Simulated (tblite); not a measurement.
Compound: C₇H₃O₂ (doublet state).
Cartesian coordinates in Å at the GFN2-xTB level; atoms count from 1:
```xyz
12
C7H3O2 angstrom
C      2.699    1.503    1.437
C      1.741    1.016    0.900
C      0.617    0.433    0.275
C     -0.120    1.007   -0.691
C     -1.221    0.393   -1.276
C     -1.555   -0.852   -0.839
C     -0.785   -1.509    0.201
O     -1.010   -2.607    0.644
O      0.285   -0.811    0.713
H      3.535    1.938    1.899
H     -1.790    0.888   -2.050
H     -2.394   -1.400   -1.238
```

Computed with GFN2-xTB (tblite): harmonic, unscaled wavenumbers at the GFN2-xTB geometry, gas phase. Against measured fundamentals such values can be off by several per cent, at times by over 20. One conformer, not necessarily the lowest. Open shells enter through the occupations alone, without spin polarisation, and single modes of such species can be off by tens of per cent.

Harmonic wavenumbers (cm⁻¹): 105.8, 121.1, 163.2, 262.1, 372.5, 386.6, 435.6, 498.4, 514.5, 535.5, 658.3, 668.3, 674.7, 692.6, 782.2, 884.3, 899.9, 944.7, 1024.6, 1117.7, 1177.2, 1184.9, 1340.9, 1484.9, 1578.9, 1743.4, 2244.2, 3067.5, 3104.8, 3388.6.

A = 3606, B = 1322, C = 967.3 MHz; mass 119.013 u (most abundant isotopes); point group Cs, symmetry number 1; spin multiplicity 2.

**Question.** Zero-point energy?

**Answer.** Half the sum of the wavenumbers: 16029 cm⁻¹ = 45.83 kcal/mol.

**Question.** Entropy at 273.15 K, 1 bar (ideal gas, RRHO, classical rotation)?

**Answer.** Translation 39.83, rotation 28.37, vibration 15.74, spin (R ln 2) 1.38: S = 85.3 cal/(mol K).

**Question.** And Cp and H(273.15 K) − H(0)?

**Answer.** Cp = 28.62 cal/(mol K), of which vibrations give 20.67 (their classical limit is 30 R = 59.6); H(273.15 K) − H(0) = 4.73 kcal/mol without the zero-point energy, 2.55 from vibrations.

**Question.** Which modes carry the vibrational entropy at 273.15 K?

**Answer.** 105.8 cm⁻¹: 3.17; 121.1 cm⁻¹: 2.91; 163.2 cm⁻¹: 2.35; 262.1 cm⁻¹: 1.50; 372.5 cm⁻¹: 0.94; 386.6 cm⁻¹: 0.89 cal/(mol K); the other 24 give 3.99 together.

**Question.** Blend soft modes into free rotors: weight 1/[1 + (100 cm⁻¹/ν̃)⁴] for the oscillator and the rest for a rotor with moment μB/(μ + B), μ = h/(8π²ν), B = 10⁻⁴⁴ kg m². What vibrational entropy results?

**Answer.** 15.44 cal/(mol K) in place of 15.74, which changes −T·S at 273.15 K by +0.08 kcal/mol.

Hindered rotation and anharmonicity are outside this model. Other conformers, if any are populated, would add a mixing term that is left out.

Hardware: one thread, AMD EPYC 9R45 (x86_64) (shared host). Cost: 0.2 s wall. The figure is for the frequency step alone.
